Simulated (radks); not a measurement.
Question: Successive ionisation energies (eV) of one element, from differences of total energies of ions in their ground configurations, starting at charge 0: 13.591, 28.854, 47.082, 77.819, 97.107, 560.78, 656.51. Method: Dirac Kohn-Sham, PBE, spin-unpolarised, spherical densities, finite nucleus; open shells are shared between the two j in proportion to 2j + 1; Fermi nuclear charge, rms radius 2.5582 fm; computed with a radial shooting solver on a logarithmic mesh with Libxc functionals. Which element is it?

Answer: Nitrogen (Z = 7). The first species listed is N in [He] 2s2 2p3, the last N6+ in 1s1.
